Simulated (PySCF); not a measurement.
ClH₆NSSi₂, SMILES N[SiH2]S[SiH2]Cl. Atoms are numbered in the order given.

```xyz
11

Si     1.4058    -0.5728     0.6769
Cl     1.9062     1.4507     0.5858
S     -0.0274    -1.0856    -0.8176
Si    -1.6235     0.3221    -0.2726
N     -3.2000    -0.3265    -0.5128
H      0.8883    -0.8123     2.0482
H      2.6232    -1.3781     0.4128
H     -1.5084     1.5208    -1.1388
H     -1.4183     0.6450     1.1642
H     -3.5997    -0.3305    -1.4467
H     -3.5055    -1.1401     0.0136
```
Charge 0, spin multiplicity 1.

Geometry optimised at B3LYP-D3(BJ)/def2-SVP. The structure was generated by enumeration, and PubChem lists no compound with its InChIKey, so it may never have been made. One conformer was computed; it need not be the lowest.

Method: PySCF with PBE/def2-TZVP.

ESP charges are fitted to the potential on shells at 1.4 to 2.0 van der Waals radii. Atomic charges (e):

```
atom    IAO  Löwdin     ESP fit
----  -----  ------  ----------
Si1    0.68   -0.33  (withheld)
Cl2   -0.32    0.20       -0.13
S3    -0.44    0.26  (withheld)
Si4    0.79   -0.07  (withheld)
N5    -0.83   -0.26       -0.95
H6    -0.11   -0.04        0.01
H7    -0.10   -0.03        0.05
H8    -0.11   -0.03  (withheld)
H9    -0.12   -0.02  (withheld)
H10    0.28    0.16        0.40
H11    0.27    0.16        0.39
```

### Question
Some entries are withheld; supply them. (An estimate is asked for; the answer gives what the named calculation found.)

### Answer

- Si1, ESP fit: 0.06
- S3, ESP fit: -0.24
- Si4, ESP fit: 0.53
- H8, ESP fit: -0.06
- H9, ESP fit: -0.06

### Question
Give the Mayer and Wiberg (Löwdin basis) orders of the bonds. (The exact figures need the calculation; the answer reports its results.)

### Answer

| bond | Mayer | Wiberg |
|---|---|---|
| Si1–Cl2 | 1.15 | 1.82 |
| Si1–S3 | 1.19 | 1.63 |
| S3–Si4 | 1.02 | 1.43 |
| Si4–N5 | 1.21 | 1.61 |
| Si1–H6 | 0.91 | 0.94 |
| Si1–H7 | 0.92 | 0.95 |
| Si4–H8 | 0.93 | 0.93 |
| Si4–H9 | 0.92 | 0.92 |
| N5–H10 | 0.91 | 0.95 |
| N5–H11 | 0.91 | 0.95 |
